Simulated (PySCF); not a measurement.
Bi2OF4: from a saddle point downhill

PySCF 2.14.0, RKS BP86, Bi def2-SVP with ECP60, O def2-SVP, F def2-SVP; non-relativistic Hamiltonian with scalar-relativistic core potentials where named; density fitting; no spin-orbit coupling. Relaxed within the symmetry of its start, the geometry (D2h) is

```xyz
7

Bi    0.0000    0.0000    2.1108
Bi    0.0000    0.0000   -2.1108
O     0.0000    0.0000    0.0000
F     0.0000    2.0155    2.7936
F     0.0000   -2.0155    2.7936
F     0.0000    2.0155   -2.7936
F     0.0000   -2.0155   -2.7936
```

and its lowest harmonic modes are -172, -125, 30, 56, 56, 77 cm⁻¹ (negative: unstable). It was moved along the lowest mode and relaxed again, within the group C2v that the move left.

(1) Where does it end, and how much lower?

(2) How do the contacts change?

(3) Is the end a minimum?

State: singlet.

## Answers

(1) In C2v, 2.308 eV lower, after 21 steps:
```xyz
7

Bi    0.5851    0.0000    1.9885
Bi    0.5851    0.0000   -1.9885
O     1.2265    0.0000    0.0000
F    -0.7953    1.5152    1.9426
F    -0.7953   -1.5152    1.9426
F    -0.7953    1.5152   -1.9426
F    -0.7953   -1.5152   -1.9426
```

(2) 
| contact | saddle (Å) | end (Å) |
| --- | --- | --- |
| Bi1–O3 (O) | 2.111 | 2.089 |
| Bi1–F4 (F) | 2.128 | 2.050 |
| Bi1–F5 (F) | 2.128 | 2.050 |
| Bi2–F6 (F) | 2.128 | 2.050 |
| Bi2–F7 (F) | 2.128 | 2.050 |


(3) Yes; lowest modes 61, 65, 84, 126, 142, 176 cm⁻¹.
